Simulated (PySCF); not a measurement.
**Assignment exercise: C6H12Si**

Geometry (Å), atoms numbered from 1 in this order:
```xyz
19

C     2.982   -0.141    0.039
Si    1.494    0.908   -0.497
C    -0.063   -0.080   -0.189
C    -1.372    0.211   -0.117
C    -2.175    1.446   -0.264
C    -1.801   -1.201    0.178
C    -0.297   -1.555    0.090
H     2.907   -0.435    1.082
H     3.059   -1.048   -0.553
H     3.911    0.409   -0.081
H     1.621    1.238   -1.926
H     1.459    2.156    0.280
H    -1.524    2.298   -0.440
H    -2.766    1.625    0.635
H    -2.869    1.349   -1.099
H    -2.252   -1.355    1.158
H    -2.431   -1.668   -0.579
H     0.142   -1.925    1.015
H    -0.034   -2.226   -0.726
```

- σ from GIAO-PBE0/pcSseg-1
- geometry from GFN2-xTB
- program: PySCF 2.14.0 with density-fitted response routines
- isolated molecule, a single conformation, equivalent nuclei averaged, non-relativistic

δ = σ(ref) − σ, references computed at the same level: ¹³C and ¹H against TMS.

(1) Assign these signals to the numbered atoms. ¹³C{¹H} NMR (computed): δ 172.4, 144.2, 35.9, 30.2, 21.1, -9.3.

(2) Assign these signals to the numbered atoms. ¹H NMR (400 MHz, computed): δ 4.49 (q, 2H), 2.59 (m, 2H), 2.44 (m, 2H), 1.93 (s, 3H), 0.19 (t, 3H).

Results:

(1) 
| δ (ppm) | atoms | environment | reason |
| --- | --- | --- | --- |
| 172.4 | C4 | fully substituted alkene carbon | – |
| 144.2 | C3 | fully substituted alkene carbon | an sp2 carbon of a C=C bond |
| 35.9 | C6 | allylic sp3 CH2 | saturated and bonded to C and H only |
| 30.2 | C7 | allylic sp3 CH2 | – |
| 21.1 | C5 | allylic methyl carbon | saturated and bonded to C and H only |
| -9.3 | C1 | methyl carbon bonded to Si | an electropositive neighbour leaves it electron-rich and shielded |

(2) 
```tsv
δ (ppm)	atoms	environment	reason
4.49	H11/H12	hydrogen on a silicon bonded to 2 C	–
2.59	H16/H17	hydrogen on an allylic sp3 CH2	allylic position
2.44	H18/H19	hydrogen on an allylic sp3 CH2	–
1.93	H13/H14/H15	hydrogen on an allylic methyl carbon	allylic position
0.19	H8/H9/H10	hydrogen on a methyl carbon bonded to Si	an electropositive neighbour shields it, as in TMS itself
```

Shifts are as computed. Against solution values, carbons near 30 ppm lie about +3 ppm off and those near 130 ppm about +5 ppm. Of 1309 compounds with measured shifts, 239 miss one by over three times the rms of a fit or turn the order of signals round; such compounds aren't used in these exercises. Multiplicities follow the n + 1 count of equivalent neighbours, as no J values were calculated; m marks all less simple cases, F and P coupling included.
